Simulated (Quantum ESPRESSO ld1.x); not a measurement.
The nuclear charge of the ruthenium ion Ru2+ is varied continuously with 42 electrons held in [Kr] 4d6. Calculated with ld1.x of Quantum ESPRESSO 7.5: scalar-relativistic Kohn-Sham, LDA (Slater exchange, Perdew-Wang correlation), spin-polarised, spherical densities, point nucleus; open shells are filled with parallel spins first. By the Hellmann-Feynman theorem dE/dZ = E(electron-nucleus)/Z, the electronic potential at the nucleus. The scalar-relativistic energy here is not variational (the density holds large components alone), so the two differ by a part that grows with Z.

Z	E (hartree)	E(electron-nucleus)/Z (hartree)	HOMO	e(HOMO) (eV)	<r> HOMO (bohr)
43	-4281.1027	-239.903	4d	-10.281	1.801
43.5	-4402.3025	-243.710	4d	-16.157	1.657
44	-4525.4174	-247.514	4d	-22.777	1.546
44.5	-4650.4472	-251.318	4d	-30.074	1.456
45	-4777.3925	-255.123	4d	-38.000	1.380

The central difference of E at Z = 44 is -248.145 hartree, to compare with the third column; the second derivative is -7.66 hartree.
